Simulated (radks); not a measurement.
The numbers below are computed, except where a source is named.
Q: Orbital eigenvalues (eV) of neutral lutetium, [Xe] 4f14 5d1 6s2, of relativity; Dirac values are averaged over j with weights 2j + 1. Spin-unpolarised spherical Kohn-Sham, BLYP, point nucleus unless stated (finite: rms radius 5.37 fm), a radial shooting solver on a logarithmic mesh with Libxc functionals. A level marked "c x" has the speed of light scaled by that factor and shares open shells by 2j + 1; other Dirac levels either fill j = l - 1/2 first or share by 2j + 1.

shell  non-rel.
2p      -9101.5
3s      -2136.5
3p      -1947.2
3d      -1594.4
4s      -411.05
4p      -333.60
4d      -193.39
5s      -50.575
5p      -29.876
4f      -14.957
6s      -3.9488
5d      -2.4980

Give the values at the level "Dirac, 2j+1 shares".

A: 
shell  Dirac, 2j+1 shares  change of magnitude (%)
2p                -9511.1                    +4.50
3s                -2434.9                   +13.97
3p                -2059.4                    +5.76
3d                -1581.4                    -0.82
4s                -484.33                   +17.83
4p                -360.01                    +7.92
4d                -191.19                    -1.14
5s                -60.699                   +20.02
5p                -31.783                    +6.38
4f                -9.3197                   -37.69
6s                -4.5321                   +14.77
5d                -1.6336                   -34.60
